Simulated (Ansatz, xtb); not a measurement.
**C5H6BCl: where a starting geometry ends**

The starting geometry of this gas-phase singlet was built from a drawn formula by distance geometry and a force field; its bonds are those of `B[C@@H]1C=CC(Cl)=C1`.

```xyz
13

C    -2.4592    0.0689    0.3194
C    -1.7537   -1.0131    1.0651
C    -0.6935   -1.4339    0.3284
C    -0.6652   -0.6403   -0.8618
C    -1.6220    0.1733   -0.9410
B    -2.5140    1.4098    1.1559
Cl    0.5723   -0.8109   -2.1186
H    -3.2801    1.5162    2.0547
H    -1.5077    1.9764    1.3901
H    -3.5333   -0.2462    0.0581
H    -2.0677   -1.4722    1.9508
H    -0.0415   -2.2552    0.6216
H    -1.7793    0.9200   -1.7346
```

**Question.** Predict what it relaxes into with r2SCAN-D4/def2-SVP.

**Answer.** A new bond forms, giving a structure given below by its coordinates. Distances that change by over a tenth: C4–C5 (1.26 → 1.40 Å). Contacts that close: C2–B6 (2.54 → 1.74 Å).

The energy falls by 1.12 eV over 15 steps:

| step | E − E(last) (eV) |
| --- | --- |
| 1 | 1.115 |
| 3 | 0.277 |
| 4 | 0.213 |
| 6 | 0.090 |
| 7 | 0.058 |
| 9 | 0.022 |
| 10 | 0.006 |
| 12 | 0.001 |
| 13 | 0.000 |
| 15 | 0.000 |

Final geometry (Å):

```xyz
13

C    -2.7328   -0.0727    0.0286
C    -2.0098   -0.8668    1.0146
C    -0.7257   -1.1455    0.4645
C    -0.6601   -0.5659   -0.8106
C    -1.8621    0.1019   -1.0853
B    -2.0337    0.8419    1.3292
Cl    0.7524   -0.5136   -1.8042
H    -2.8071    1.2009    2.1857
H    -1.0261    1.4464    1.0777
H    -3.8128    0.0850    0.0214
H    -2.4682   -1.3906    1.8553
H     0.0980   -1.6469    0.9751
H    -2.0569    0.7188   -1.9638
```

From the same start GFN2-xTB reaches the same bonding as this run.

No frequencies were run, so the end isn't proven a minimum. Run with Ansatz 0.2.0, 48 s on 2 threads of Arm Neoverse V2, on a shared host.
